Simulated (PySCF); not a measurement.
Input of a run (PBE0-D3(BJ)/def2-SVP geometry optimisation, gas phase (PySCF 2.14.0)), started from GFN2-xTB:
```
{"job": {"xc": "PBE0", "basis": "def2-SVP", "d3": "d3bj", "grid": 1, "shake": 0.01, "kind": "geom"}, "charge": 0, "multiplicity": 1}
F      3.653110    -0.924980    -0.599480
C      2.614480    -0.070550    -0.342360
F      2.584120     0.836530    -1.368610
O      1.515490    -0.775600    -0.283110
C      0.360130    -0.115900     0.284570
C     -0.727130    -1.137420     0.608840
C     -2.007820    -0.333090     0.632780
C     -1.757640     0.830810    -0.292120
S     -2.899280     1.876420    -0.771520
C     -0.330180     0.869740    -0.652540
H      2.848110     0.500310     0.591640
H      0.695780     0.413040     1.213920
H     -0.762670    -1.859730    -0.209340
H     -0.548020    -1.664490     1.550780
H     -2.225620     0.048030     1.634580
H     -2.893300    -0.891130     0.336700
H     -0.213150     0.519260    -1.691080
H      0.066070     1.890710    -0.629380
```

Output (energies in Eh, forces in Eh/bohr):
```
step   0  E = -905.37375276  max force = 0.044556
step   1  E = -905.37784952  max force = 0.006390
step   2  E = -905.37820033  max force = 0.003018
step   3  E = -905.37830159  max force = 0.001153
step   4  E = -905.37837329  max force = 0.001084
step   5  E = -905.37843733  max force = 0.002114
step   6  E = -905.37846593  max force = 0.001660
step   7  E = -905.37848982  max force = 0.000568
step   8  E = -905.37850596  max force = 0.001296
step   9  E = -905.37852234  max force = 0.001919
step  10  E = -905.37854616  max force = 0.001578
step  11  E = -905.37856713  max force = 0.000639
step  12  E = -905.37857471  max force = 0.000568
step  13  E = -905.37857491  max force = 0.000566
step  14  E = -905.37857377  max force = 0.000265
optimisation converged
```

Problem. Summarise the run.

Solution. The energy falls by 3.0 kcal/mol over 15 energy and gradient evaluations, the largest force component goes from 0.0446 to 2.6e-04 Eh/bohr, and the atoms move by 0.088 Å rms after alignment. The bond that changes most is C2–O4 (CHF2 carbon to ether oxygen), which lengthens by 0.043 Å. Bonds longer at the end by more than 0.005 Å: 7 of 18; shorter: 5. The energy rose by more than 1e-6 Eh at step 14. The first step brought 85 % of the lowering.

Problem. What are the final bond lengths?

Solution. F1–C2 1.330 Å, C2–F3 1.354 Å, C2–O4 1.350 Å, O4–C5 1.412 Å, C5–C6 1.523 Å, C6–C7 1.525 Å, C7–C8 1.512 Å, C8=S9 1.619 Å, C8–C10 1.506 Å, C5–C10 1.531 Å, C2–H11 1.108 Å, C5–H12 1.109 Å, C6–H13 1.102 Å, C6–H14 1.099 Å, C7–H15 1.105 Å, C7–H16 1.099 Å, C10–H17 1.105 Å, C10–H18 1.098 Å. Numbering counts from 1 in the input's order; the species is `FC(F)O[C@@H]1CCC(=S)C1`.

The run used 184 basis functions and 106 SCF cycles in all. Time: 8.1 min; peak memory 0.79 GiB. Hardware: one thread of an Arm Neoverse N1 (shared host).

PBE0-D3(BJ)/def2-SVP frequencies: not computed here. One conformer, not necessarily the lowest.
